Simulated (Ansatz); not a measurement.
`NB(F)F`, 6 atoms. The species carries charge 0 and has multiplicity 1. All runs use 2 threads of a server CPU on a shared host. Correlated methods freeze the cores. Open-shell runs search over several starts.

(1) Give the basis size and wall time and peak host memory of each of these runs in Ansatz. RKS PBE0-D4/def2-QZVPP energy; RKS HSE06-D4/def2-TZVPP energy; RHF-CCSD(T)/def2-TZVPP energy; RKS PBE0-D4/def2-SVP energy; RKS B3LYP-D4/def2-TZVPP energy and forces; UKS B2PLYP (frozen core)/def2-TZVPP energy of the cation; RKS PBE0-D4/def2-TZVPP energy; RKS B2PLYP (frozen core)/def2-TZVPP energy; UKS PBE-D4/def2-TZVPP energy of the cation; UKS ωB97M-V/def2-TZVPP energy of the cation; RHF-CCSD(T)/def2-SVP energy; UHF-MP2/def2-QZVPP energy of the cation. (An estimate is asked.)

Answers

(1) Computed: Other jobs shared the machine, so times are rough.

```csv
level,job,functions,wall time,peak host memory (GiB)
RKS PBE0-D4/def2-SVP,energy,66,0.75 s,0.13
RHF-CCSD(T)/def2-SVP,energy,66,1.6 s,0.19
RKS PBE0-D4/def2-TZVPP,energy,152,1.7 s,0.24
RKS B2PLYP (frozen core)/def2-TZVPP,energy,152,2.8 s,0.25
RKS HSE06-D4/def2-TZVPP,energy,152,2.9 s,0.25
RKS B3LYP-D4/def2-TZVPP,energy and forces,152,3 s,0.24
RKS PBE0-D4/def2-QZVPP,energy,288,3.8 s,0.62
UKS PBE-D4/def2-TZVPP,energy of the cation,152,4.8 s,0.22
UKS B2PLYP (frozen core)/def2-TZVPP,energy of the cation,152,7 s,0.33
UKS ωB97M-V/def2-TZVPP,energy of the cation,152,8 s,0.43
UHF-MP2/def2-QZVPP,energy of the cation,288,14 s,0.95
RHF-CCSD(T)/def2-TZVPP,energy,152,20 s,1.1
```

B3LYP here is the variant with VWN-RPA as its local correlation; programs differ in this. HSE06 is defined as in plane-wave codes.
